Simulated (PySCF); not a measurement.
Gas-phase reaction: SiH3Br + SiBr2 + HBr ⇌ 2 SiH2Br2

Computed with PySCF (xtb for GFN2) and rigid-rotor harmonic-oscillator thermochemistry at 1 bar. 'Table' is the NASA 1993 thermochemical table (part measured, part estimated). † marks an energy on the PBE0/def2-TZVP geometry and frequencies; other levels use their own. MP2 freezes the core. 6-31G* has spherical d functions here. All species are closed-shell singlets. B3LYP is the form with VWN-RPA correlation. Br: all electrons, no relativistic terms. MP2 isn't extrapolated to the basis-set limit; its ΔH°(298 K) is -218.8 kJ in def2-SVP and -237.0 kJ in def2-TZVPP. The harmonic model lacks anharmonicity and excited electronic states, which grow with temperature; levels with a mode under 35 cm⁻¹ are left out. Soft modes under 120 cm⁻¹ make the harmonic entropy rough for SiH2Br2. The table's entry may be an old estimate for SiH3Br, SiBr2, SiH2Br2 (not checked at source).

```csv
level,"ΔH°(298 K), kJ",minus table,"ΔG°(1400 K), kJ"
table,-213.8,-,-13.7
B3LYP/6-31G*,-192.3,21.5,7.1
B3LYP/def2-TZVP†,-194.3,19.5,4.1
BLYP/def2-TZVP†,-170.7,43.1,27.7
GFN2-xTB,-239.6,-25.8,-47.6
HF/6-31G*,-221.2,-7.4,-18.4
M06-2X/def2-TZVP†,-218.5,-4.7,-20.1
MP2/def2-TZVPP†,-237.0,-23.2,-38.6
PBE/def2-SVP,-192.2,21.6,4.6
PBE0/def2-TZVP,-221.1,-7.3,-22.7
LDA/def2-TZVP†,-226.9,-13.1,-28.5
```
